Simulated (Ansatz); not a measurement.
`N[SiH](Cl)[AlH][OH]`, charge 0, multiplicity 1.

**Question.** Give a relaxed structure at PBE0-D4/def2-TZVP (Ansatz 0.2.0). (Best estimate.)

**Answer.** Ansatz gave: 
Z-matrix (Å, degrees):
```
Si
Cl 1 2.105
Al 1 2.444 2 104.1
N 1 1.707 2 114.4 3 119.0
H 1 1.485 2 103.0 3 -125.1
O 3 1.700 1 111.4 2 100.4
H 3 1.587 1 128.3 2 -77.1
H 4 1.008 1 121.7 2 67.5
H 4 1.008 1 119.6 2 -80.6
H 6 0.956 3 124.2 1 -176.0
```
This is one stationary point; other conformers may exist.
